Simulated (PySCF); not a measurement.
A compound of formula C7H17O5P has these computed shifts in ppm, with the number of atoms in brackets (GIAO PBE0/pcSseg-2, gas phase, PySCF SCF with an in-house response code, fitting set def2-universal-JFIT up to Ne and JKFIT beyond, grid level 2, non-relativistic, geometry: PBE0-D3(BJ)/def2-SVP; 13C, 1H against isolated TMS; 17O against isolated H2O; 31P against isolated H3PO4).

1H: 3.88 (1), 3.75 (1), 3.66 (3), 3.63 (3), 3.58 (1), 2.30 (1), 1.42 (1), 1.14 (1), 1.11 (1), 1.09 (3), 0.34 (1)
13C: 71.8 (1), 69.5 (1), 54.3 (1), 54.2 (1), 37.1 (1), 31.7 (1), 28.5 (1)
17O: 125.7 (1), 105.4 (1), 76.3 (1), 74.5 (1), 66.8 (1)
31P: -3.4 (1)

(1) Which structure gave them?

## Answers

(1) COP(=O)(OC)OCCC[C@H](C)O (Dimethyl (4-hydroxy)pentyl phosphate). Other isomers were not compared.
